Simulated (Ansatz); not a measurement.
Geometry optimisation, RKS B3LYP-D4/def2-SVP (Ansatz 0.2.0).

Input file:

```yaml
crystal:
  periodic: [false, false, false]
  atoms:
    - { symbol: B, position_ang: [-0.046626, 0.409235, -0.076901] }
    - { symbol: F, position_ang: [0.127671, 0.997706, 1.088876] }
    - { symbol: Cl, position_ang: [1.359716, -0.017791, -1.041319] }
    - { symbol: Cl, position_ang: [-1.673637, 0.220403, -0.708053] }
    - { symbol: Si, position_ang: [0.144155, -2.519193, 1.099031] }
    - { symbol: H, position_ang: [-0.454297, -2.739425, -0.242994] }
    - { symbol: H, position_ang: [1.5808, -2.910579, 1.086297] }
    - { symbol: H, position_ang: [-0.594026, -3.325293, 2.113033] }
    - { symbol: H, position_ang: [0.040544, -1.099463, 1.469431] }
basis:
  gaussian: { orbitals: def2-SVP }
hamiltonian:
  xc: b3lyp
  dispersion: d4
relax:
  f_tol: 0.03
  max_steps: 50
```

Run as:

```bash
$ ansatz run input.yaml --threads 2 --pin off --max-ram 3072MiB --backend cpu --events-out ev --progress --plain --runs-dir out
```

Task: Where does it end, and by what steps?

Result: The forces met the threshold. The force dipped under the threshold on the way, but the program's further checks kept it going. After 11 steps the energy has fallen by 0.175 eV; F2 moved furthest, 0.52 Å.

```
step  energy less start (eV)  largest force component (eV/Å)  accepted
   0                  0.0000                           0.612       yes
   1                 -0.1086                           0.445       yes
   2                 -0.0597                           1.329        no
   3                 -0.1177                           0.658       yes
   4                 -0.1470                           0.408       yes
   5                 -0.1680                           0.262       yes
   6                 -0.1722                           0.127       yes
   7                 -0.1745                           0.032       yes
   8                 -0.1749                           0.059       yes
   9                 -0.1752                           0.024       yes
  10                 -0.1697                           0.238        no
  11                 -0.1753                           0.016       yes
```

```xyz
9
Properties=species:S:1:pos:R:3
B -0.054 0.727 -0.221
F 0.138 1.462 0.850
Cl 1.336 0.070 -1.066
Cl -1.687 0.433 -0.778
Si 0.151 -2.739 1.197
H -0.455 -2.836 -0.159
H 1.603 -3.064 1.128
H -0.533 -3.685 2.122
H -0.014 -1.351 1.714
```

The run took 31 s on 2 threads of Arm Neoverse V2 (shared host), peak memory 0.23 GiB.
